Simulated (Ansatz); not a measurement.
C$_{2}$H$_{7}$BS$_{2}$ (`CB(C)SS`). Total charge 0; spin multiplicity 1.

| atom | x (Å) | y (Å) | z (Å) |
| --- | --- | --- | --- |
| C1 | -0.349 | 0.102 | 1.554 |
| B2 | 0.119 | -0.258 | 0.089 |
| C3 | 0.674 | 0.847 | -0.895 |
| S4 | 0.641 | -2.066 | -0.245 |
| S5 | -1.252 | -1.526 | -0.830 |
| H6 | -1.012 | 0.972 | 1.566 |
| H7 | 0.533 | 0.371 | 2.146 |
| H8 | -0.845 | -0.718 | 2.078 |
| H9 | -0.005 | 1.702 | -0.976 |
| H10 | 0.896 | 0.483 | -1.900 |
| H11 | 1.613 | 1.236 | -0.483 |
| H12 | -1.014 | -1.146 | -2.105 |

What are the harmonic wavenumbers in cm⁻¹ at PBE0-D4/def2-TZVP (Ansatz, finite differences of forces, unscaled)? (Best estimate.)

The calculation gave: 159, 188, 198, 217, 275, 278, 349, 489, 549, 577, 793, 826, 834, 874, 923, 1054, 1143, 1333, 1338, 1450, 1455, 1467, 1469, 2632, 3031, 3035, 3096, 3099, 3117, 3126.

Is this a minimum?

Yes, all 30 modes are real.

Give the ideal-gas thermochemistry at 298.15 K and 1 bar (rigid rotor, harmonic oscillator; point group C1, symmetry number 1).

Zero-point energy 235.5 kJ/mol; H(298) − E = 257.5 kJ/mol; entropy 347.7 J/(mol·K), of which translation 167.0, rotation 113.5, vibration 67.1; G(298) − E = 153.8 kJ/mol.

Rotational constants (cm⁻¹)?

0.122, 0.08115, 0.07882.
